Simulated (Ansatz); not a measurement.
Reaction (formal loss of a carbene): `C[O][Mg][F]` → `[CH2]` (triplet) + `[OH][Mg][F]`

Isolated molecules relaxed with PBE0-D4/def2-TZVP in Ansatz; ΔE leaves out vibrations. CCSD(T)/CBS adds triple-zeta CCSD(T) − MP2 to the extrapolated MP2 energy (def2 sets, frozen cores). This one scheme is used for every species. DFT in def2-TZVPP. B3LYP here is the variant with VWN-RPA as its local correlation; programs differ in this. HSE06 is defined as in plane-wave codes. Triplets are unrestricted, without spin–orbit coupling. For Mg outer-core shells are correlated without core-valence functions, which leaves a few kJ/mol of doubt a bond. Each species was taken in one conformer, which may not be the lowest.

Is it downhill or uphill in electronic energy at CCSD(T)/CBS, and by how much? (An estimate is asked.)

The calculation gave: Uphill: ΔE = +3.90 eV.

What do these levels give: BLYP-D4, B97M-V, B3LYP-D4, HSE06-D4, ωB97X-V, revPBE, BLYP, r2SCANh, r2SCAN0, MP2/def2-TZVPP, MP2/def2-QZVPP, HF/CBS(def2)? (An estimate is asked.)

The calculation gave: BLYP-D4 3.91, B97M-V 3.95, B3LYP-D4 3.90, HSE06-D4 3.91, ωB97X-V 4.06, revPBE 3.73, BLYP 3.82, r2SCANh 3.67, r2SCAN0 3.64, MP2/def2-TZVPP 3.87, MP2/def2-QZVPP 3.93, HF/CBS(def2) 2.54 eV.

Largest T1 diagnostic among the species: 0.012.

The D4 term adds +0.06 eV with B3LYP and +0.03 eV with PBE0; it sums over pairs of atoms, weighted by their polarisabilities, and B3LYP, whose exchange is more repulsive, gets the larger term. From PBE to PBE0 (25 % exact exchange), in def2-TZVPP and without D4, ΔE moves by −0.10 eV. Leaving LDA and LC-ωPBE aside and taking each functional with its dispersion term where it has one, the values, not all of them listed here, spread over 0.41 eV, from r2SCAN0-D4 to ωB97X-V. LDA lies +0.71 eV from PBE without D4.
